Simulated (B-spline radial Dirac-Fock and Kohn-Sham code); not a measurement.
Calculated with an atomic code on a B-spline grid, using multi-electron Dirac-Fock with separately optimised hole states, Breit and Lamb-shift corrections added in first order. Free neutral atoms up to Cf, the lines Kα1, Kβ1, Lα1, Lβ1, Lβ2, Lγ1, Lℓ and Mα1 where both subshells are closed (so no Lα of most 3d metals and no Mα of most lanthanides); Na, Y were not searched.

Q: In Kβ1 is computed at 27271.9 eV. Which of the searched lines of other elements lie within 204 eV and could overlap it in an energy-dispersive spectrum?

A: Te Kα1 at 27470.2 eV (+198).
